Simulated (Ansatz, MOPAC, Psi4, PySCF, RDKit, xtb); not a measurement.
Noncovalent pair: C2H3N (SMILES CC#N) (first 6 atoms) with CH5N (SMILES CN); geometry from B3LYP-D3(BJ)/def2-TZVP, rigid monomers moved along the line of their centres of mass till H5···N8 is 3.36 Å.
(charge 0, multiplicity 1):
```xyz
13

C      0.193     1.302     0.163
C     -0.637     0.109     0.142
N     -1.293    -0.836     0.162
H     -0.289     2.106    -0.394
H      0.324     1.602     1.205
H      1.164     1.094    -0.287
C      0.843    -0.637     4.513
N     -0.165     0.405     4.307
H      1.766    -0.182     4.877
H      1.062    -1.114     3.557
H      0.551    -1.425     5.218
H     -0.411     0.845     5.186
H     -1.014    -0.002     3.930
```

| level | interaction energy (kJ/mol) | cost |
|---|---|---|
| MMFF94 | -9.2 | - |
| UFF | -3.2 | - |
| GFN-FF | -5.3 | - |
| AM1 | -3.3 | - |
| PM3 | -3.1 | - |
| PM6 | -7.0 | - |
| PM7 | -10.9 | - |
| GFN1-xTB | -4.9 | - |
| GFN2-xTB | -8.6 | - |
| HF/STO-3G (no counterpoise) | -5.0 | - |
| HF/3-21G (no counterpoise) | -10.8 | - |
| HF/6-31G* | -8.2 | - |
| HF/6-31G* (no counterpoise) | -10.1 | - |
| HF/aug-cc-pVDZ | -8.0 | - |
| PBE/def2-TZVPPD | -8.9 | ×1 |
| PBE-D3(BJ)/def2-TZVPPD | -11.4 | ×1 |
| PBE-D4/def2-TZVPPD | -11.3 | ×1 |
| BP86/6-31G* (no counterpoise) | -8.9 | - |
| r2SCAN/def2-TZVPPD | -9.0 | ×1 |
| r2SCAN-D3(BJ)/def2-TZVPPD | -10.6 | ×1 |
| r2SCAN-D4/def2-TZVPPD | -10.4 | ×1 |
| B3LYP/3-21G (no counterpoise) | -10.8 | - |
| B3LYP/6-31G* | -7.5 | - |
| B3LYP/6-31G* (no counterpoise) | -10.2 | - |
| B3LYP/6-311+G** (no counterpoise) | -8.0 | - |
| B3LYP/def2-TZVPPD | -7.2 | ×2 |
| B3LYP-D3(BJ)/def2-TZVPPD | -10.5 | ×2 |
| B3LYP-D4/def2-TZVPPD | -10.4 | ×2 |
| PBE0-D3(BJ)/def2-TZVPPD | -11.3 | ×1 |
| PBE0-D4/def2-TZVPPD | -11.2 | ×1 |
| M06-2X/6-31G* (no counterpoise) | -11.8 | - |
| wB97X-V/def2-TZVPPD | -10.8 | ×3 |
| wB97M-V/def2-TZVPPD | -10.5 | ×3 |
| MP2/6-31G* | -9.0 | - |
| MP2/6-31G* (no counterpoise) | -11.9 | - |
| MP2/aug-cc-pVDZ | -10.2 | - |
| SCS-MP2/aug-cc-pVDZ | -9.4 | - |
| CCSD/aug-cc-pVDZ | -9.6 | - |
| CCSD(T)/aug-cc-pVDZ | -10.0 | ×40 |
| SAPT0/jun-cc-pV(D+d)Z | -10.4 | - |

The rows run from -11.9 (MP2/6-31G* (no counterpoise)) to -3.1 kJ/mol (PM3). In aug-cc-pVDZ the value moves HF -8.0, MP2 -10.2, CCSD -9.6, CCSD(T) -10.0, a shift of -2.0 from HF to CCSD(T). The dispersion term adds -2.4 in PBE-D3(BJ), -2.4 in PBE-D4, -1.5 in r2SCAN-D3(BJ). The 5 functionals in def2-TZVPPD without D3 or D4 span 3.6, from wB97X-V to B3LYP.

Counterpoise-corrected where a basis set is named; no monomer relaxation. Rows marked so take none. RDKit's UFF carries no charges.

Frozen-core correlation. Rows in 3-21G, 6-311+G**, 6-31G*, STO-3G carry no dispersion term and start afresh at each structure (6-31G* with six Cartesian d functions). MP2/6-31G* freezes PySCF's default core. The state that AM1, PM3, PM6, PM7 reach isn't checked; PM7 holds dispersion and hydrogen-bond terms.

Programs: Ansatz (a program for electronic structure); MOPAC for AM1, PM3, PM6, PM7 (differences of heats of formation); Psi4 for SAPT; PySCF for 3-21G rows, 6-311+G** rows, 6-31G* rows, STO-3G rows, the dispersion terms; RDKit for the force fields; xtb for the GFN methods. Each number belongs to the level named beside it.

Costs are rough ratios of core time to PBE/def2-TZVPPD (about 12 s over the structures, on one shared machine); a dash marks a level with no comparable run of its own.
